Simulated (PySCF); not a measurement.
C3HN3S.
Atom-mapped SMILES: `[N:1]#[C:2][c:3]1[n:4][cH:5][s:6][n:7]1` (hydrogens: H8 on C5)

The same species was optimised twice, with GFN2-xTB and with PBE0-D3(BJ)/def2-SVP (PySCF), and the same property calculations (PySCF, gas phase) were run on both structures.

```tsv
coordinate	GFN2-xTB	PBE0-D3(BJ)/def2-SVP	change
S6–N7 (Å)	1.616	1.646	+0.030
C2–C3 (Å)	1.415	1.436	+0.021
C5–S6 (Å)	1.738	1.721	-0.017
N4–C5 (Å)	1.286	1.300	+0.014
N1≡C2 (Å)	1.144	1.157	+0.013
C3–N4 (Å)	1.355	1.364	+0.009
C3–N7 (Å)	1.315	1.315	0.000
C3–N7–S6 (°)	110.1	107.4	-2.7
N4–C3–N7 (°)	117.8	120.0	+2.2
C5–S6–N7 (°)	90.9	92.2	+1.3
C2–C3–N7 (°)	121.2	120.0	-1.2
C3–N4–C5 (°)	109.2	108.1	-1.1
C2–C3–N4 (°)	121.0	120.0	-1.0
N1–C2–C3 (°)	179.6	179.8	+0.2
N4–C5–S6 (°)	112.1	112.3	+0.2
```

Rotational constants: A = 7670, B = 1624, C = 1340 MHz (GFN2-xTB) against A = 7590, B = 1609, C = 1327 MHz (PBE0-D3(BJ)/def2-SVP). Point groups within 0.08 Å: Cs and Cs.

On the GFN2-xTB structure: lowest singlet, TDDFT (eV) 5.20 [CAM-B3LYP/def2-SVPD]; lowest triplet, Tamm–Dancoff (eV) 3.75 [CAM-B3LYP/def2-SVPD]; isotropic polarisability (au) 67.4 [CAM-B3LYP/def2-SVPD]; HOMO (eV) -9.91 [CAM-B3LYP/def2-SVPD]; LUMO (eV) -1.41 [CAM-B3LYP/def2-SVPD]; dipole (D) 5.49 [CAM-B3LYP/def2-SVPD]; HOMO (eV) -8.71 [PBE0/pcSseg-1]; LUMO (eV) -2.48 [PBE0/pcSseg-1]; dipole (D) 5.45 [PBE0/pcSseg-1]; GIAO shielding of N1 (ppm) -50.3 [PBE0/pcSseg-1]; GIAO shielding of C2 (ppm) 69.1 [PBE0/pcSseg-1]; GIAO shielding of C3 (ppm) 34.6 [PBE0/pcSseg-1]; GIAO shielding of N4 (ppm) -80.5 [PBE0/pcSseg-1]; GIAO shielding of C5 (ppm) 6.8 [PBE0/pcSseg-1]; GIAO shielding of S6 (ppm) 54.8 [PBE0/pcSseg-1]; GIAO shielding of N7 (ppm) -77.2 [PBE0/pcSseg-1].

Problem. What do these properties become on the PBE0-D3(BJ)/def2-SVP structure?

Solution. 
```
                                    property                level  on GFN2-xTB  on PBE0-D3(BJ)/def2-SVP  change
                  lowest singlet, TDDFT (eV)  CAM-B3LYP/def2-SVPD         5.20                     5.24   +0.04
           lowest triplet, Tamm–Dancoff (eV)  CAM-B3LYP/def2-SVPD         3.75                     3.82   +0.07
               isotropic polarisability (au)  CAM-B3LYP/def2-SVPD         67.4                     67.8    +0.4
                                   HOMO (eV)  CAM-B3LYP/def2-SVPD        -9.91                   -10.00   -0.09
                                   LUMO (eV)  CAM-B3LYP/def2-SVPD        -1.41                    -1.44   -0.03
                                  dipole (D)  CAM-B3LYP/def2-SVPD         5.49                     5.58   +0.09
energy, GFN2-xTB geometry as zero (kcal/mol)  CAM-B3LYP/def2-SVPD          0.0                     -1.2    -1.2
                                   HOMO (eV)        PBE0/pcSseg-1        -8.71                    -8.79   -0.08
                                   LUMO (eV)        PBE0/pcSseg-1        -2.48                    -2.51   -0.03
                                  dipole (D)        PBE0/pcSseg-1         5.45                     5.53   +0.08
energy, GFN2-xTB geometry as zero (kcal/mol)        PBE0/pcSseg-1          0.0                     -1.2    -1.2
                  GIAO shielding of N1 (ppm)        PBE0/pcSseg-1        -50.3                    -53.9    -3.6
                  GIAO shielding of C2 (ppm)        PBE0/pcSseg-1         69.1                     66.7    -2.4
                  GIAO shielding of C3 (ppm)        PBE0/pcSseg-1         34.6                     31.5    -3.1
                  GIAO shielding of N4 (ppm)        PBE0/pcSseg-1        -80.5                    -87.9    -7.4
                  GIAO shielding of C5 (ppm)        PBE0/pcSseg-1          6.8                      4.9    -1.9
                  GIAO shielding of S6 (ppm)        PBE0/pcSseg-1         54.8                     37.2   -17.6
                  GIAO shielding of N7 (ppm)        PBE0/pcSseg-1        -77.2                    -78.1    -0.9
```

The heavy atoms differ by 0.017 Å rms after alignment. Among bonds between heavy atoms S6–N7 changes most (+0.030 Å). Changes are differences of the printed values. Neither structure is proved a minimum here.
